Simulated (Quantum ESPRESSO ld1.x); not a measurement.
Species: Hf XLII. Configuration: [Ar] 3d10 4s2 4p1. Method: scalar-relativistic Kohn-Sham, LDA (Slater exchange, VWN5 correlation), spin-unpolarised, spherical densities, point nucleus; computed with ld1.x of Quantum ESPRESSO 7.5.

Normalised radial functions P(r) = r R(r), r in bohr:

```
   r/bohr * 4s (the largest magnitude, 1.9, reaches the edge; | marks zero)
 0.002827                             |    *
 0.003213                             |    *
 0.003651                             |     *
  0.00415                             |     *
 0.004717                             |      *
 0.005318                             |      *
 0.006044                             |      *
 0.006869                             |      *
 0.007808                             |      *
 0.008874                             |      *
  0.01009                             |      *
  0.01146                             |      *
  0.01303                             |     *
  0.01481                             |    *
  0.01683                             |   *
  0.01913                             | *
  0.02157                             |*
  0.02451                            *|
  0.02786                          *  |
  0.03166                       *     |
  0.03598                     *       |
   0.0409                   *         |
  0.04648                  *          |
  0.05283                 *           |
  0.06004                  *          |
  0.06824                    *        |
  0.07694                       *     |
  0.08745                            *|
  0.09939                             |   *
    0.113                             |        *
   0.1284                             |             *
   0.1459                             |               *
   0.1659                             |                *
   0.1885                             |            *
   0.2142                             |      *
   0.2435                            *|
   0.2767                  *          |
    0.312          *                  |
   0.3546    *                        |
   0.4031  *                          |
   0.4581    *                        |
   0.5207        *                    |
   0.5918              *              |
   0.6726                    *        |
   0.7644                        *    |
   0.8688                           * |
   0.9874                            *|
    1.113                             *
    1.265                             *
    1.438                             *
    1.634                             *
    1.858                             *
    2.111                             *
```

4s: eigenvalue -2092.5 eV, 3 radial nodes at r = 0.0227, 0.0907, 0.239 bohr, <r> = 0.411 bohr, 90 % of the charge inside 0.579 bohr.
